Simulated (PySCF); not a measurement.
Job file and geometry (Å, from PBE0-D3(BJ)/def2-SVP) of an NMR shielding run on SMILES CCCCC[SiH2][SiH3], C5H16Si2, GIAO PBE0/pcSseg-1 NMR shielding, non-relativistic, gas phase (PySCF 2.14.0, density-fitted response routines); density fitting, a coarse starting grid and PySCF grid level 2 are the driver's defaults:

```
$ OMP_NUM_THREADS=1 python probes_run.py task.json out

{"job": {"kind": "nmr", "xc": "PBE0", "basis": "pcSseg-1"}, "charge": 0, "multiplicity": 1}
C      3.772549    -1.259391    -0.369905
C      2.325718    -1.174980     0.088768
C      1.663572     0.155970    -0.239157
C      0.210787     0.243303     0.210311
C     -0.449983     1.580991    -0.112937
Si    -2.256154     1.714389     0.432635
Si    -3.524271    -0.032100    -0.493774
H      4.390644    -0.484713     0.112114
H      3.855117    -1.113596    -1.459037
H      4.219203    -2.236229    -0.130643
H      1.741829    -1.991900    -0.371334
H      2.270535    -1.347645     1.178327
H      1.716209     0.333989    -1.328835
H      2.238365     0.978021     0.225436
H      0.155569     0.051719     1.297247
H     -0.358730    -0.578251    -0.261807
H     -0.414032     1.771767    -1.200380
H      0.109625     2.409683     0.356339
H     -2.834942     3.024374    -0.006891
H     -2.359435     1.644783     1.926578
H     -3.306984    -0.087791    -1.974957
H     -3.116391    -1.352172     0.082654
H     -4.985859     0.159031    -0.238197
```

Question: Write the output of this run.

Answer: 
```
coarse grid: 18600 points
cycle   1  E = -778.5156063730  dE =  8.540e-02  |g| = 4.169e-01  |ddm| = 3.995e+00
cycle   2  E = -778.5011341006  dE =  1.447e-02  |g| = 4.821e-01  |ddm| = 8.251e-01
cycle   3  E = -778.5639074060  dE = -6.277e-02  |g| = 3.061e-02  |ddm| = 4.771e-01
cycle   4  E = -778.5640883502  dE = -1.809e-04  |g| = 1.698e-02  |ddm| = 5.060e-02
cycle   5  E = -778.5641609011  dE = -7.255e-05  |g| = 4.376e-03  |ddm| = 1.916e-02
cycle   6  E = -778.5641654067  dE = -4.506e-06  |g| = 6.212e-04  |ddm| = 3.928e-03
final grid: 165848 points
cycle   7  E = -778.6057593732  dE = -3.941e-05  |g| = 8.529e-03  |ddm| = 2.939e-02
cycle   8  E = -778.6057510869  dE =  8.286e-06  |g| = 1.015e-02  |ddm| = 1.696e-02
cycle   9  E = -778.6057786173  dE = -2.753e-05  |g| = 4.198e-04  |ddm| = 9.391e-03
cycle  10  E = -778.6057786515  dE = -3.421e-08  |g| = 1.811e-04  |ddm| = 6.268e-04
cycle  11  E = -778.6057786597  dE = -8.180e-09  |g| = 4.011e-05  |ddm| = 1.742e-04
cycle  12  E = -778.6057786601  dE = -3.643e-10  |g| = 9.564e-06  |ddm| = 5.051e-05
converged SCF energy = -778.6057786601

GIAO shielding tensors (ppm)
atom      isotropic    diamagn.    paramagn.     s11        s22        s33       span
  0 C      167.866     242.438     -74.571    156.218    161.270    186.111     29.893
  1 C      157.550     247.333     -89.783    145.151    155.618    171.880     26.729
  2 C      143.826     250.133    -106.307    120.631    138.709    172.137     51.506
  3 C      153.672     252.128     -98.456    138.927    148.956    173.132     34.205
  4 C      173.273     251.518     -78.246    164.042    165.853    189.924     25.881
  5 Si     418.980     880.065    -461.085    388.177    397.227    471.538     83.361
  6 Si     461.044     880.097    -419.054    451.544    463.314    468.274     16.729
  7 H       30.349      26.935       3.414     26.180     28.552     36.314     10.134
  8 H       30.370      27.424       2.947     26.168     28.719     36.224     10.056
  9 H       30.067      25.311       4.756     25.413     27.272     37.515     12.102
 10 H       30.089      32.495      -2.405     24.900     30.823     34.546      9.646
 11 H       30.078      31.948      -1.870     24.987     30.579     34.667      9.679
 12 H       30.175      34.223      -4.049     25.707     31.505     33.311      7.604
 13 H       30.144      33.778      -3.634     25.552     31.352     33.527      7.975
 14 H       30.147      35.283      -5.136     24.890     31.792     33.758      8.867
 15 H       30.195      36.432      -6.237     23.918     31.962     34.703     10.785
 16 H       30.706      32.632      -1.926     26.077     30.106     35.935      9.859
 17 H       30.330      31.604      -1.274     24.903     29.905     36.182     11.279
 18 H       27.258      28.144      -0.886     23.540     25.233     33.001      9.461
 19 H       27.360      28.902      -1.542     23.916     25.695     32.468      8.551
 20 H       27.825      29.386      -1.561     24.594     26.181     32.698      8.104
 21 H       27.671      29.895      -2.225     24.029     26.843     32.140      8.111
 22 H       27.817      28.024      -0.207     24.548     25.090     33.811      9.263
```

Question: Turn these shieldings into chemical shifts. Scale: 13C (σref 184.41) and 29Si (σref 351.99) and 1H (σref 31.27) vs TMS (reference shieldings calculated alike).

Answer: Averaging equivalent atoms: C 2: 40.6; C 3: 30.7; C 1: 26.9; C 0: 16.5; C 4: 11.1; Si 5: -67.0; Si 6: -109.1; H 18/19: 3.96; H 20/21/22: 3.50; H 10/11: 1.18; H 12/13: 1.11; H 14/15: 1.10; H 7/8/9: 1.01; H 16/17: 0.75 ppm. 

Size and cost of the density-fitted run: 213 basis functions, 74 s wall time on 1 thread of an Arm Neoverse N1, shared host; peak memory 0.99 GiB.
